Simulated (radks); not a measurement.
Ir III, 75 electrons, occupied as [Xe] 4f14 5d7. Method: scalar-relativistic Kohn-Sham, LDA (Slater exchange, VWN5 correlation), spin-polarised, spherical densities, finite nucleus; open shells are filled with parallel spins first (spin-orbit coupling, left out, can overturn this in heavy ions); Fermi nuclear charge, rms radius 5.4032 fm; computed with a radial shooting solver on a logarithmic mesh with Libxc functionals.

Radial electron density D(r) = 4 pi r^2 rho(r):

```
   r/bohr * D(r) (the largest magnitude, 143, reaches the edge; | marks zero)
 0.001005 |   *
 0.001161 |   *
  0.00134 |    *
 0.001548 |      *
 0.001788 |       *
 0.002065 |         *
 0.002385 |           *
 0.002754 |             *
  0.00318 |                *
 0.003673 |                   *
 0.004242 |                      *
 0.004899 |                          *
 0.005658 |                             *
 0.006482 |                                *
 0.007486 |                                   *
 0.008645 |                                      *
 0.009984 |                                       *
  0.01153 |                                        *
  0.01332 |                                       *
  0.01538 |                                      *
  0.01776 |                                     *
  0.02051 |                                    *
  0.02369 |                                   *
  0.02736 |                                     *
   0.0316 |                                        *
  0.03649 |                                             *
  0.04214 |                                                  *
  0.04867 |                                                     *
  0.05621 |                                                      *
  0.06491 |                                                   *
  0.07497 |                                               *
  0.08658 |                                           *
  0.09999 |                                          *
   0.1155 |                                            *
   0.1334 |                                                *
    0.154 |                                                  *
   0.1779 |                                              *
   0.2054 |                                     *
   0.2372 |                             *
    0.274 |                          *
   0.3164 |                            *
   0.3654 |                               *
    0.422 |                               *
   0.4874 |                          *
   0.5629 |                   *
   0.6449 |             *
   0.7447 |         *
   0.8601 |       *
   0.9933 |      *
    1.147 |     *
    1.325 |    *
     1.53 |  *
    1.767 | *
    2.041 |*
    2.357 |*
    2.722 *
    3.143 *
     3.63 *
    4.192 *
    4.842 *
    5.592 *
```

D(r) has 4 maxima, at r = 0.0117, 0.0540, 0.149, 0.393 bohr, and minima at 0.0226, 0.0968, 0.276 bohr, inside which lie 1.89, 11.07, 29.90 electrons.
